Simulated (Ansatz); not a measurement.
`CB(C=S)CCl` + `NB(O)Cl` → `CB(N)CCl` + `OB(Cl)C=S`  (redistribution)

Isolated molecules relaxed with PBE0-D4/def2-TZVP in Ansatz; ΔE leaves out vibrations. CCSD(T)/CBS is the MP2 limit (def2-TZVPP, def2-QZVPP) plus CCSD(T) − MP2 in def2-TZVPP, frozen cores. DFT in def2-TZVPP. B3LYP here is the variant with VWN-RPA as its local correlation; programs differ in this. Each species was taken in one conformer, which may not be the lowest.

```csv
level,ΔE (kJ/mol),difference from CCSD(T)/CBS
PBE-D4,-20.3,2.2
r2SCAN-D4,-15.1,7.4
PBE0-D4,-19.1,3.4
B3LYP-D4,-19.8,2.7
ωB97X-V,-22.0,0.5
ωB97M-V,-22.2,0.3
B2PLYP,-22.2,0.3
PBE,-22.1,0.4
r2SCAN,-15.7,6.8
PBE0,-20.9,1.6
B3LYP,-22.7,-0.2
HF/def2-TZVPP,-14.2,8.3
MP2/def2-TZVPP,-21.3,1.2
SCS-MP2/def2-TZVPP,-23.1,-0.6
CCSD/def2-TZVPP,-23.1,-0.6
CCSD(T)/def2-TZVPP,-23.9,-1.4
HF/def2-QZVPP,-14.3,8.2
MP2/def2-QZVPP,-20.5,2.0
SCS-MP2/def2-QZVPP,-22.3,0.2
HF/CBS(def2),-14.3,8.2
MP2/CBS(def2),-19.9,2.6
CCSD/CBS(def2),-21.7,0.8
CCSD(T)/CBS,-22.5,0
```

Largest T1 diagnostic among the species: 0.015.

In def2-TZVPP, CCSD(T) changes the Hartree–Fock value by −9.6 kJ/mol (the triples alone add −0.8 kJ/mol) and MP2 by −7.1 kJ/mol.
